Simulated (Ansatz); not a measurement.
Basis-set series for C3H10Si2, SMILES `C=C([SiH3])[SiH2]C`. Total charge 0; spin multiplicity 1. The geometry is a stationary point of PBE0-D4/def2-TZVP. It is one conformer, not always the lowest.

```xyz
15

C    -1.772   -1.034    0.487
C    -0.612   -0.631   -0.044
Si   -0.421   -0.614   -1.898
Si    0.778   -0.091    1.082
C     1.269    1.684    0.756
H    -2.615   -1.355   -0.123
H    -1.936   -1.066    1.563
H     0.716   -1.479   -2.316
H    -1.674   -1.102   -2.535
H    -0.130    0.763   -2.386
H     0.320   -0.260    2.491
H     1.960   -0.972    0.860
H     0.422    2.356    0.910
H     2.076    1.991    1.426
H     1.619    1.811   -0.272
```

| functional | basis | functions | energy (Eh) | HOMO (eV) | LUMO (eV) |
| --- | --- | --- | --- | --- | --- |
| PBE0-D4 | def2-TZVPP | 317 | -698.97772 | -7.99 | -0.81 |
| PBE0-D4 | def2-QZVPP | 611 | -699.00429 | -7.99 | -0.85 |
| ωB97M-V | def2-TZVPP | 317 | -699.24513 | -10.19 | 1.27 |
| ωB97M-V | def2-QZVPP | 611 | -699.26994 | -10.19 | 1.15 |

Question: Give the rows for def2-SVP. (An estimate is asked.)

Answer: The calculation gave: 
```tsv
functional	basis	functions	energy (Eh)	HOMO (eV)	LUMO (eV)
PBE0-D4	def2-SVP	128	-698.64324	-7.95	-0.63
ωB97M-V	def2-SVP	128	-698.89998	-10.12	1.55
```

Positive LUMOs are unbound and depend on the basis.

Program: Ansatz 0.2.0.
